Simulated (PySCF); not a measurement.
Computed with PySCF 2.14.0 with TPSSh-D3(BJ)/def2-TZVPD // CAM-B3LYP-D3(BJ)/def2-TZVPD. Gas-phase values, no solvent. 

Reference species (SMILES): `[SiH2]([GeH3])[O-]` (charge -1, multiplicity 1).

```yaml
HOMO: -1.03 eV
```

Changed species: `[O-][SiH2]I` (X = iodo, proton removed; the reference has X = germyl, proton removed).

**Question.** What does the change do to the HOMO?

**Answer.** the HOMO falls by 0.71 eV, to -1.74 eV.
